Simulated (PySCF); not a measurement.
# TeH6: fields on a plane

These are results of PySCF, PBE0, basis Te def2-TZVP with ECP28, H def2-TZVP (scalar-relativistic core potentials, no spin–orbit coupling, density fitting), not measurements.

The singlet minimum has Te–H 1.733 Å (×6); H–Te–H 90.0° (×12), H–Te–H 180.0° (×3).

The plane holds Te1 at (0.00, 0.00), H2 at (1.73, 0.00), H3 at (-1.73, 0.00), H4 at (0.00, 1.73), H6 at (0.00, -1.73) Å. Columns run from x = -3.75 to 4.05 Å, rows from y = 4.05 (top) to -3.75 Å, in steps of 0.3 Å. Other isomers or separated fragments may lie lower. Core electrons replaced by a potential are absent, the electrostatic potential uses the reduced nuclear charge, and values within about 0.7 Å of such atoms have no physical meaning.

Q: Give the electron density (e/Å³) (cut at 5 e/Å³). Lower edges of the bins (e/Å³): '0' 0.000, '1' 0.030, '2' 0.076, '3' 0.151, '4' 0.268, '5' 0.455, '6' 0.750, '7' 1.218, '8' 1.960, '9' 3.136; top 5.00.

A: 
```
000000000000000000000000000
000000000000000000000000000
000000000000000000000000000
000000000000000000000000000
000000000000000000000000000
000000000011221100000000000
000000000113443110000000000
000000000124664210000000000
000000000135775310000000000
000000001235665321000000000
000001112245665422111000000
000011233456776543321100000
000013455569999655543100000
000024676679999766764200000
000024676679999766764200000
000013455569999655543100000
000011233456776543321100000
000001112245665422111000000
000000001235665321000000000
000000000135775310000000000
000000000124664210000000000
000000000113443110000000000
000000000011221100000000000
000000000000000000000000000
000000000000000000000000000
000000000000000000000000000
000000000000000000000000000
```

Q: Give the electron localisation function (set to 0 where the density is under 0.005 e/Å³). Every second row and column.

A: 
```
0.00 0.00 0.00 0.00 0.00 0.00 0.00 0.00 0.00 0.00 0.00 0.00 0.00 0.00
0.00 0.00 0.00 0.00 0.00 0.00 0.00 0.00 0.00 0.00 0.00 0.00 0.00 0.00
0.00 0.00 0.00 0.00 0.00 0.95 0.99 0.99 0.69 0.00 0.00 0.00 0.00 0.00
0.00 0.00 0.00 0.00 0.28 0.99 1.00 1.00 0.90 0.00 0.00 0.00 0.00 0.00
0.00 0.00 0.00 0.01 0.06 0.95 1.00 1.00 0.49 0.01 0.00 0.00 0.00 0.00
0.00 0.00 0.89 0.79 0.23 0.47 0.65 0.63 0.24 0.49 0.90 0.69 0.00 0.00
0.00 0.84 1.00 1.00 0.95 0.22 0.76 0.44 0.63 1.00 1.00 0.99 0.00 0.00
0.00 0.91 1.00 1.00 0.99 0.22 0.18 0.76 0.65 1.00 1.00 0.99 0.00 0.00
0.00 0.00 0.99 0.99 0.73 0.33 0.22 0.22 0.47 0.95 0.99 0.95 0.00 0.00
0.00 0.00 0.31 0.14 0.06 0.73 0.99 0.95 0.23 0.06 0.28 0.00 0.00 0.00
0.00 0.00 0.00 0.00 0.14 0.99 1.00 1.00 0.79 0.01 0.00 0.00 0.00 0.00
0.00 0.00 0.00 0.00 0.31 0.99 1.00 1.00 0.89 0.00 0.00 0.00 0.00 0.00
0.00 0.00 0.00 0.00 0.00 0.00 0.91 0.84 0.00 0.00 0.00 0.00 0.00 0.00
0.00 0.00 0.00 0.00 0.00 0.00 0.00 0.00 0.00 0.00 0.00 0.00 0.00 0.00
```
